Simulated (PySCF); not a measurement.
# Correlation energy of Sc (scandium, neutral)

[Ar] 3d1 4s2, 2D determinant. Calculation: PySCF 2.14, in aug-cc-pVDZ; the non-relativistic Hamiltonian (point nucleus). Frozen: [Ar]; 3 electrons correlated.

MP2 pair energies summed by pair of shells (mhartree):

| pair | energy | share (%) |
| --- | --- | --- |
| 4s-4s | -19.94 | 74.9 |
| 3d-4s | -6.67 | 25.1 |

Total MP2 correlation energy: -26.61 mhartree.

Same-spin part -2.47 and opposite-spin part -24.14 mhartree; SCS-MP2 scales them by 1/3 and 6/5 to -29.79 mhartree.
